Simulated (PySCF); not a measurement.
WF2, SMILES [F][W][F] (connectivity only; charge and spin as stated), neutral, multiplicity 3.

Geometry optimised at B3LYP-D3(BJ)/def2-TZVP. The multiplicity is an assumed one; other spin states were not compared. The def2 effective core potentials stand for the cores of W; spin–orbit coupling is left out.

Computed with B3LYP/def2-TZVPD (PySCF).

Gas-phase values at a fixed geometry.

```
Quantity                                                           Value
-----------------------------------------------  -----------------------
total energy                                          -266.91450 hartree
point group                                                          D∞h
α spin, highest occupied and lowest empty level       -7.20 and -3.46 eV
β spin, highest occupied and lowest empty level       -6.05 and -3.39 eV
dipole moment                                                  0.000 e·Å
mean static polarisability                          51.8 bohr³ (7.67 Å³)
polarisability, principal values                  46.1, 54.6, 54.6 bohr³
⟨S²⟩                                             2.010 (pure state 2.00)
```
